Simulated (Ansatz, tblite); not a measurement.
Adding an electron: Li₄Se₂⁺. The state is a doublet with charge 1. Geometry: PBE-D4/def2-SVP. Ansatz, gas phase; energy differences of separate SCF runs; the reduced species is a singlet (the triplet lies 1.26 eV higher at PBE0-D4/def2-TZVP).

```xyz
6

Li    1.246   -0.472   -1.489
Li    1.355   -0.811    2.876
Li   -1.719   -0.992   -0.244
Li   -0.364    1.964   -0.044
Se   -0.910    0.548   -1.938
Se    0.392   -0.238    0.839
```

The xTB rows come from tblite. The structure comes from a short search, and lower isomers may exist.

**Question.** Estimate orbital energies and vertical electron affinities at: GFN1-xTB; GFN2-xTB; PBE-D4/def2-TZVP; r2SCAN-D4/def2-TZVP; PBE0-D4/def2-TZVP.

**Answer.** 
| level | −HOMO (eV) | −LUMO (eV) | vertical EA (eV) | HOMO–LUMO gap (eV) |
| --- | --- | --- | --- | --- |
| GFN1-xTB | – | – | 11.00 | – |
| GFN2-xTB | – | – | 10.84 | – |
| PBE-D4/def2-TZVP | 8.31 | 7.41 | 4.98 | 0.90 |
| r2SCAN-D4/def2-TZVP | 8.55 | 7.11 | 4.83 | 1.44 |
| PBE0-D4/def2-TZVP | 9.40 | 6.53 | 4.90 | 2.87 |

  HOMO and LUMO are the levels of the spin that leaves or enters (xTB has no such levels and no spin-polarisation term). Other spin states of the ions may lie lower, which would lower the ionisation energy or raise the affinity. Raw xTB energy differences between charge states are shifted by several eV; the methods need an empirical correction for them.
